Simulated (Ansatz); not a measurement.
Relaxation of C3H12O3Si2 (20 atoms, charge 0, multiplicity 1), to a largest force component of 0.02 eV/Å in at most 40 steps.

Theory: RHF/STO-3G in Ansatz.

```xyz
20
Properties=species:S:1:pos:R:3:forces:R:3
Si 0.000 0.000 0.000 -0.76 -1.20 -0.23
Si 0.000 0.000 2.220 0.15 0.33 1.74
H -1.315 -0.407 2.707 1.02 0.42 -0.10
H 1.010 -0.935 2.707 -0.79 0.68 -0.18
H 0.305 1.342 2.707 -0.23 -1.03 -0.18
O 1.584 0.000 -0.559 -0.26 1.33 -0.53
C 2.350 -1.163 -0.836 -1.15 -0.23 0.29
H 1.719 -1.905 -1.367 0.79 0.00 0.23
H 3.218 -0.893 -1.473 -0.57 -0.17 0.45
H 2.714 -1.602 0.116 0.05 -0.11 -0.68
O -0.791 1.371 -0.559 1.21 0.64 -0.18
C -2.151 1.418 -0.965 0.45 -1.12 0.24
H -2.769 0.822 -0.261 -0.22 0.47 -0.66
H -2.502 2.471 -0.964 0.24 -0.69 0.00
H -2.247 0.998 -1.988 -0.44 0.29 0.53
O -0.791 -1.371 -0.559 0.40 0.11 -1.08
C -1.536 -2.268 0.250 0.50 0.78 0.29
H -1.225 -2.158 1.310 -0.67 -0.71 -0.53
H -2.619 -2.040 0.157 0.49 -0.41 0.29
H -1.349 -3.311 -0.083 -0.22 0.61 0.29
```

Problem. Where does it end, and by what steps?

Solution. It converged. The force dipped under the threshold on the way, but the program's further checks kept it going. Limits of this set-up: minimal basis. After 19 steps the energy has fallen by 0.668 eV; H15 moved furthest, 0.99 Å.

```csv
step,energy less start (eV),largest force component (eV/Å),accepted
0,0.0000,1.741,yes
1,-0.5032,0.377,yes
2,-0.5622,0.361,yes
3,-0.6059,0.307,yes
4,-0.6335,0.149,yes
5,-0.6486,0.022,yes
6,-0.6277,0.609,no
7,-0.6530,0.034,yes
8,-0.6565,0.154,yes
9,-0.6556,0.155,no
10,-0.6601,0.044,yes
11,-0.6629,0.094,yes
12,-0.6636,0.307,yes
13,-0.6654,0.126,yes
14,-0.6667,0.008,yes
15,-0.6671,0.108,yes
16,-0.6669,0.089,no
17,-0.6677,0.016,yes
18,-0.6678,0.020,yes
19,-0.6679,0.012,yes
```

```xyz
20
Properties=species:S:1:pos:R:3
Si -0.012 -0.060 -0.164
Si 0.003 0.019 2.103
H -1.323 0.065 2.618
H 0.648 -1.126 2.648
H 0.698 1.179 2.546
O 1.514 0.065 -0.844
C 2.379 -1.046 -0.632
H 1.964 -1.988 -1.008
H 3.315 -0.861 -1.165
H 2.629 -1.194 0.426
O -0.770 1.267 -0.857
C -2.189 1.298 -0.765
H -2.553 1.309 0.271
H -2.546 2.214 -1.243
H -2.669 0.454 -1.274
O -0.687 -1.454 -0.807
C -1.520 -2.261 0.014
H -1.000 -2.659 0.894
H -2.414 -1.737 0.373
H -1.861 -3.116 -0.575
```

Time of the run: 110 s on 1 thread of Arm Neoverse N1 (shared host), peak memory 0.15 GiB.
